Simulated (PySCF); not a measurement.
Si(H)(Me)2(OEt), SMILES C[SiH](OCC)C (C4H12OSi), singlet (GFN2-xTB optimised geometry):

```
18

Si     0.099    -0.770     0.000
C     -0.490     1.042     0.000
C     -0.605    -1.734    -1.467
O     -0.469    -1.597     1.279
C     -0.346    -1.317     2.645
C     -1.253    -2.246     3.438
H      1.574    -0.770     0.000
H     -1.574     1.104     0.075
H     -0.074     1.597     0.837
H     -0.197     1.560    -0.908
H     -0.262    -1.300    -2.400
H     -0.288    -2.771    -1.447
H     -1.691    -1.723    -1.475
H     -0.616    -0.271     2.836
H      0.699    -1.456     2.949
H     -0.987    -3.281     3.236
H     -1.150    -2.051     4.502
H     -2.288    -2.092     3.145
```

Level of theory: PBE0/def2-SVP in PySCF 2.14.0.

What are the frontier orbital energies and the dipole moment?

HOMO-2 -9.00 eV, HOMO-1 -8.11 eV, HOMO -7.65 eV, LUMO 1.70 eV, LUMO+1 1.92 eV; dipole moment 0.89 D.

Meta-Löwdin charges at PBE0/def2-SVP: Si1 0.98, C2 -0.57, C3 -0.56, O4 -0.61, C5 0.05, C6 -0.30, H7 -0.15, H8 0.11, H9 0.11, H10 0.12, H11 0.11, H12 0.12, H13 0.12, H14 0.08, H15 0.08, H16 0.11, H17 0.10, H18 0.10.
